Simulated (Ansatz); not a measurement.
Single points on the cluster GaAs₂.

```yaml
crystal:
  periodic: [false, false, false]
  atoms:
    - {symbol: Ga, position_ang: [-0.468751, -1.593357, -0.054415]}
    - {symbol: As, position_ang: [0.697086, 0.626939, 1.000809]}
    - {symbol: As, position_ang: [-0.228335, 0.966419, -0.946394]}
basis:
  gaussian: {orbitals: 6-31G}
magnetization: {spin_polarized: true, initial_magnetization: 1}
hamiltonian: {xc: hf}
scf: {omitted_lower_state_checks: [starts]}
output: {orbitals: {seedname: orbitals}}
```

The file start.molden holds the orbitals of an earlier run on this structure, at another level or in another basis.

```sh
$ ansatz run in.yaml --threads 4 --pin off --events-out ev --progress --plain --max-ram 3916MiB
```

Output, abridged:

```
Functional definition: HF
  name "HF"
  cite "Fock, Z. Phys. 61, 126 (1930) doi:10.1007/BF01340294"
  parent pbe
  exchange = exact_x
  correlation = 0
these checks for a lower state are left out or cut short: starts
759 factors; integrals over basis functions are off by at most 3.9e-4 eV
mean field evaluation 1: about -173897.3049 eV, gradient 4.8e0 eV
mean field evaluation 2: about -173897.3380 eV, gradient 4.9e0 eV
mean field evaluation 4: about -173897.6353 eV, gradient 8.7e-1 eV
mean field evaluation 8: about -173897.6475 eV, gradient 2.9e-3 eV
mean field evaluation 16: about -173897.6475 eV, gradient 4.6e-3 eV
mean field -173897.82480573 eV, -6390.6271894315 hartree, gradient 3.5e-5 eV, S^2 1.213618; 0 other end points of the search recorded, 0 dependent functions left out
reference -173897.82480573 eV, -6390.6271894315 hartree; 49, 48 occupied and 38, 39 virtual orbitals, 759 factors
Total energy: -173897.82480573 eV, -6390.6271894315 hartree
Checks for a lower state left out: starts
```

It took 2.4 s on 4 threads of Arm Neoverse V1 on a shared host.

The first input with `gaussian: {orbitals: def2-TZVPD, initial_orbitals: start.molden}`, `hamiltonian: {xc: r2scan, dispersion: d4}` (abridged; 9.5 s):

```
Functional definition: r2SCAN
mean field -174060.42050523 eV, -6396.6024711767 hartree, gradient 1.2e-5 eV, S^2 0.757406
Total energy: -174060.44228052 eV, -6396.6032714039 hartree
Checks for a lower state left out: starts
```

First input, but with `gaussian: {orbitals: def2-TZVP, initial_orbitals: start.molden}`, `hamiltonian: {xc: pbe, dispersion: d4}` (abridged; 2.6 s):

```
Functional definition: PBE
mean field -174035.31947840 eV, -6395.6800254548 hartree, gradient 7.8e-6 eV, S^2 0.752801
Total energy: -174035.44621916 eV, -6395.6846830917 hartree
Checks for a lower state left out: starts
```

First input, but with `gaussian: {orbitals: STO-3G}` (abridged; 2.2 s):

```
Functional definition: HF
mean field evaluation 16: about -171964.7399 eV, gradient 1.4e0 eV
mean field evaluation 32: about -171964.8462 eV, gradient 9.3e-6 eV
mean field -171964.84623936 eV, -6319.5915373372 hartree, gradient 9.3e-6 eV, S^2 1.400815
Total energy: -171964.84623936 eV, -6319.5915373372 hartree
Checks for a lower state left out: starts
```

First input, but with `gaussian: {orbitals: def2-TZVP, initial_orbitals: start.molden}`, `correlation: {method: mp2}` and without the key `hamiltonian` (abridged; 6.5 s):

```
Functional definition: HF
mean field -173926.40313524 eV, -6391.6774236698 hartree, gradient 2.6e-6 eV, S^2 1.200992
27 core orbitals not correlated: weight in the atoms' cores, before any rotation towards them, 1.000 or more for the frozen orbitals, at most 0.000 for the correlated occupied ones
second order -18.57203656 eV of doubles, -0.00000000 eV of singles
Total energy: -173944.97517180 eV, -6392.3599334248 hartree
Checks for a lower state left out: starts
```

First input, but with `gaussian: {orbitals: def2-SVP, initial_orbitals: start.molden}`, `hamiltonian: {xc: pbe, dispersion: d4}` (abridged; 1.5 s):

```
Functional definition: PBE
mean field -174013.55757290 eV, -6394.8802901782 hartree, gradient 2.1e-5 eV, S^2 0.752085
Total energy: -174013.68431032 eV, -6394.8849476928 hartree
Checks for a lower state left out: starts
```

The first input with `gaussian: {orbitals: def2-TZVP, initial_orbitals: start.molden}`, `hamiltonian: {xc: {name: CAM-B3LYP}, dispersion: d4}` (abridged; 6.5 s):

```
Functional definition: CAM-B3LYP
mean field -174070.75534768 eV, -6396.9822696314 hartree, gradient 2.5e-5 eV, S^2 0.757311
Total energy: -174070.86993194 eV, -6396.9864805256 hartree
Checks for a lower state left out: starts
```

Geometry: r2SCAN-D4/def2-TZVP.

The 6-31G sets use Cartesian d functions. Correlated methods freeze 27 core orbitals; core or outer-core shells of Ga, As are correlated, in sets that lack core-valence functions. At HF/6-31G, HF/STO-3G, MP2/def2-TZVP the charge 0 doublet is spin-contaminated (final ⟨S²⟩ up to 1.40, 0.75 for a pure state). The structure comes from a short search, and lower isomers may exist.
